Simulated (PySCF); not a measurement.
PySCF input (M06-2X/6-31G* (5d)):

```python
from pyscf import gto, dft

mol = gto.M(
    atom='''
    O     1.36185604   -0.14860171   -0.35687594
    S     0.16703457   -0.00768004    0.40478800
    F    -0.63440715    1.23198408   -0.22845242
    F    -0.87308190   -1.08624028   -0.17394763
    ''',
    basis='6-31g*',
    charge=0,
    spin=0,
    verbose=4,
)

mf = dft.RKS(mol, xc='m062x')
mf.grids.level = 4
mf.conv_tol = 1e-9
mf.max_cycle = 100
mf.max_memory = 1500
mf.kernel()
if not mf.converged:
    mf = mf.newton()
    mf.kernel(mf.make_rdm1())
mf.dip_moment()
```

### Question
Predict the final energy.

### Answer
-672.90448 Eh.
